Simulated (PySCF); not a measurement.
The dipole of `N(C)[SiH2]P([SiH2]O)[SiH3]` from its density and from atomic charges.

Coordinates (GFN2-xTB, Å) and charges (e) from the PBE0/pcSseg-1 density (PySCF):

```json
{"atom": "C1", "x": "2.403", "y": "1.628", "z": "-1.094", "Mulliken": "-0.0932", "IAO": "-0.3026", "Hirshfeld": "-0.0630", "ESP-fitted": "-0.3097"}
{"atom": "N2", "x": "1.555", "y": "0.856", "z": "-0.210", "Mulliken": "-0.7473", "IAO": "-0.6508", "Hirshfeld": "-0.2088", "ESP-fitted": "-0.2849"}
{"atom": "Si3", "x": "0.630", "y": "-0.487", "z": "-0.795", "Mulliken": "+0.5918", "IAO": "+0.7037", "Hirshfeld": "+0.3111", "ESP-fitted": "+0.3994"}
{"atom": "P4", "x": "-0.380", "y": "-1.182", "z": "1.054", "Mulliken": "-0.6565", "IAO": "-0.4010", "Hirshfeld": "-0.1386", "ESP-fitted": "-0.5552"}
{"atom": "Si5", "x": "-1.870", "y": "-2.585", "z": "0.218", "Mulliken": "+0.3289", "IAO": "+0.4259", "Hirshfeld": "+0.2532", "ESP-fitted": "+0.3818"}
{"atom": "Si6", "x": "-1.588", "y": "0.653", "z": "1.537", "Mulliken": "+0.7711", "IAO": "+0.8766", "Hirshfeld": "+0.3444", "ESP-fitted": "+0.7489"}
{"atom": "O7", "x": "-0.672", "y": "1.955", "z": "1.260", "Mulliken": "-0.5624", "IAO": "-0.8069", "Hirshfeld": "-0.3211", "ESP-fitted": "-0.6652"}
{"atom": "H8", "x": "3.317", "y": "1.095", "z": "-1.371", "Mulliken": "+0.1134", "IAO": "+0.1289", "Hirshfeld": "+0.0395", "ESP-fitted": "+0.1034"}
{"atom": "H9", "x": "1.846", "y": "1.839", "z": "-2.003", "Mulliken": "+0.1208", "IAO": "+0.1494", "Hirshfeld": "+0.0492", "ESP-fitted": "+0.1270"}
{"atom": "H10", "x": "2.679", "y": "2.570", "z": "-0.619", "Mulliken": "+0.1239", "IAO": "+0.1502", "Hirshfeld": "+0.0504", "ESP-fitted": "+0.1225"}
{"atom": "H11", "x": "2.011", "y": "0.698", "z": "0.680", "Mulliken": "+0.2143", "IAO": "+0.2598", "Hirshfeld": "+0.1164", "ESP-fitted": "+0.2552"}
{"atom": "H12", "x": "-0.220", "y": "0.096", "z": "-1.841", "Mulliken": "-0.0517", "IAO": "-0.1349", "Hirshfeld": "-0.0806", "ESP-fitted": "-0.0848"}
{"atom": "H13", "x": "1.382", "y": "-1.607", "z": "-1.377", "Mulliken": "-0.0638", "IAO": "-0.1338", "Hirshfeld": "-0.0835", "ESP-fitted": "-0.0733"}
{"atom": "H14", "x": "-2.691", "y": "-2.002", "z": "-0.846", "Mulliken": "-0.0494", "IAO": "-0.1158", "Hirshfeld": "-0.0757", "ESP-fitted": "-0.1034"}
{"atom": "H15", "x": "-2.724", "y": "-2.999", "z": "1.329", "Mulliken": "-0.0474", "IAO": "-0.0967", "Hirshfeld": "-0.0698", "ESP-fitted": "-0.0659"}
{"atom": "H16", "x": "-1.121", "y": "-3.716", "z": "-0.325", "Mulliken": "-0.0481", "IAO": "-0.0990", "Hirshfeld": "-0.0713", "ESP-fitted": "-0.0616"}
{"atom": "H17", "x": "-2.801", "y": "0.728", "z": "0.718", "Mulliken": "-0.1084", "IAO": "-0.1593", "Hirshfeld": "-0.0861", "ESP-fitted": "-0.1513"}
{"atom": "H18", "x": "-1.886", "y": "0.615", "z": "2.964", "Mulliken": "-0.0953", "IAO": "-0.1371", "Hirshfeld": "-0.0809", "ESP-fitted": "-0.1169"}
{"atom": "H19", "x": "0.122", "y": "1.855", "z": "0.714", "Mulliken": "+0.2594", "IAO": "+0.3434", "Hirshfeld": "+0.1158", "ESP-fitted": "+0.3341"}
```

Task: Form Σ q r in debye for every column and set it beside the full dipole.

Result: The full density gives (1.78, -0.23, -1.66) D, 2.44 D in size; dipole vectors point from the negative to the positive end.

```csv
scheme,μx,μy,μz,size (D),share of the full size (%),angle to the full dipole (°)
Mulliken,-0.52,-0.36,-3.27,3.33,136,56
IAO,0.56,-2.46,-1.56,2.97,122,55
Hirshfeld,1.65,-0.61,-0.80,1.93,79,21
ESP-fitted,1.77,-0.31,-1.66,2.44,100,2
```

Task: Which set comes closest?

Result: Length of the difference vector: ESP-fitted 0.08 D, Hirshfeld 0.95 D, IAO 2.55 D, Mulliken 2.82 D. Closest: ESP-fitted. The schemes that divide the density aren't constrained to reproduce the dipole.

Task: What is left for the Hirshfeld atoms' own dipoles?

Result: The shares of the density sum to the whole, so what Σ q r misses lies in dipoles about the nuclei. The atomic dipoles sum to (1.78, -0.23, -1.66) − (1.65, -0.61, -0.80) = (0.13, 0.39, -0.86) D, 0.95 D in size.

Task: With the origin at the mean of the coordinates, (-0.001, 0.000, 0.000) Å, which are the largest single terms, by size, of the IAO dipole along the direction of the full one?

Result: Si6 -9.52, O7 +5.91, N2 -3.74, Si3 +3.53, C1 -3.41 D; all 19 atoms together +1.69 D. The single terms depend on the origin, their sum doesn't.

Task: Give the size of the full dipole in other units.

Result: 2.44 D = 0.961 au = 0.508 e·Å = 8.15 × 10⁻³⁰ C·m.

Geometry: GFN2-xTB, one conformer, isolated molecule.

Shape of the structure used: `[CH3:1][NH:2][SiH2:3][P:4]([SiH3:5])[SiH2:6][OH:7]`: C1–N2–Si3–P4 179°, N2–Si3–P4–Si5 168°, Si3–P4–Si6–O7 -41°, H–O7–Si6–P4 17°.
